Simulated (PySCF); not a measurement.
## TDDFT excited states: C4H13GeNSi

Compound: C₄H₁₃GeNSi.
Atom-mapped SMILES: `[CH2:1]=[CH:2][CH2:3][CH2:4][NH:5][SiH2:6][GeH3:7]` (hydrogens: H8, H9 on C1; H10 on C2; H11, H12 on C3; H13, H14 on C4; H15 on N5; H16, H17 on Si6; H18, H19, H20 on Ge7)

Structure used (PBE0-D3(BJ)/def2-SVP), in Å, numbered top down from 1:
```
atom  x, y, z in Å
C1    -3.3446    0.6150    1.1636
C2    -2.1887    0.6262    0.4976
C3    -1.8328   -0.2807   -0.6361
C4    -0.6335   -1.1898   -0.3323
N5     0.6022   -0.5017   -0.0314
Si6    1.7249    0.0958   -1.2113
Ge7    3.7876    0.4551   -0.0799
H8    -3.5359    1.3022    1.9920
H9    -4.1490   -0.0800    0.8995
H10   -1.4151    1.3458    0.7959
H11   -2.7002   -0.9078   -0.9025
H12   -1.5887    0.3272   -1.5269
H13   -0.4634   -1.8484   -1.2014
H14   -0.8952   -1.8549    0.5091
H15    0.6433   -0.1135    0.9042
H16    1.3417    1.3747   -1.9063
H17    1.8464   -0.9443   -2.2806
H18    4.7597    1.3089   -0.9173
H19    4.4817   -0.8747    0.2716
H20    3.5161    1.2072    1.2414
```

The calculation used TDDFT wB97X-D/def2-SVPD, vertical, gas phase, core orbitals frozen in the response (PySCF 2.14.0, density-fitted response routines). The wB97X-D/def2-SVPD calculation is non-relativistic and has no spin–orbit coupling, an omission that weighs most on germanium.

Task: What does the calculation give for the low-lying excited states?

Result: 

```json
{"state": "S1", "E (eV)": "5.85", "ν̃ (cm⁻¹)": "47160", "f": "0.0050", "main configurations (H = HOMO, L = LUMO)": "H→L (72%), H→L+1 (11%)"}
{"state": "S2", "E (eV)": "6.48", "ν̃ (cm⁻¹)": "52260", "f": "0.046", "main configurations (H = HOMO, L = LUMO)": "H→L+1 (35%), H→L+2 (23%), H→L (10%)"}
{"state": "S3", "E (eV)": "6.74", "ν̃ (cm⁻¹)": "54350", "f": "0.013", "main configurations (H = HOMO, L = LUMO)": "H→L+2 (35%), H→L+1 (34%), H→L+3 (8%)"}
{"state": "S4", "E (eV)": "6.88", "ν̃ (cm⁻¹)": "55450", "f": "0.147", "main configurations (H = HOMO, L = LUMO)": "H→L+3 (47%), H→L+2 (18%), H→L+4 (18%)"}
{"state": "S5", "E (eV)": "7.13", "ν̃ (cm⁻¹)": "57480", "f": "0.042", "main configurations (H = HOMO, L = LUMO)": "H→L+4 (58%), H→L+3 (24%)"}
{"state": "S6", "E (eV)": "7.33", "ν̃ (cm⁻¹)": "59090", "f": "0.025", "main configurations (H = HOMO, L = LUMO)": "H→L+7 (35%), H→L+6 (33%)"}
{"state": "S7", "E (eV)": "7.34", "ν̃ (cm⁻¹)": "59240", "f": "0.036", "main configurations (H = HOMO, L = LUMO)": "H-2→L (47%), H-2→L+2 (25%), H-2→L+1 (10%)"}
{"state": "S8", "E (eV)": "7.41", "ν̃ (cm⁻¹)": "59740", "f": "0.205", "main configurations (H = HOMO, L = LUMO)": "H-1→L (43%), H-1→L+1 (11%)"}
{"state": "S9", "E (eV)": "7.57", "ν̃ (cm⁻¹)": "61090", "f": "0.345", "main configurations (H = HOMO, L = LUMO)": "H→L+5 (32%), H-1→L+3 (13%), H-1→L+2 (9%)"}
{"state": "S10", "E (eV)": "7.67", "ν̃ (cm⁻¹)": "61820", "f": "0.083", "main configurations (H = HOMO, L = LUMO)": "H→L+6 (22%), H→L+7 (19%), H-1→L+2 (13%)"}
```

Triplets, Tamm–Dancoff:

```
state  E (eV)  λ (nm)  main configurations (H = HOMO, L = LUMO)
   T1    4.47   277.5                H-1→L+2 (40%), H-1→L (24%)
   T2    5.60   221.6       H→L (59%), H→L+2 (14%), H→L+1 (10%)
   T3    6.24   198.7     H→L+3 (22%), H→L+1 (16%), H→L+2 (13%)
   T4    6.46   191.9   H→L+1 (34%), H-2→L (28%), H-2→L+2 (11%)
```

The lowest singlet comes at 212 nm (564 kJ/mol) in the ultraviolet; it is very weak; its leading configuration is HOMO→LUMO (72%). The most intense listed level is S9 at 7.57 eV (164 nm, f = 0.345), 1.73 eV above S1. Löwdin shares by element: HOMO nitrogen 44%, carbon 16% or more, silicon 11% (atoms not listed hold the other 29%); LUMO carbon 19% or more, silicon 19%, germanium 15% (atoms not listed hold the other 47%). Of the 10 states listed, 9 reach f = 0.01 and none stays under 0.0005. The listed states span 1.82 eV, and the widest gap between neighbours is 0.63 eV (S1 to S2). Weighted by f, the mean energy of these states is 7.33 eV. The vertical ionisation energy (ΔSCF) is 8.61 eV, 0.95 eV above S10. The window holds the lowest 10 singlets.

One conformer stands for the species.
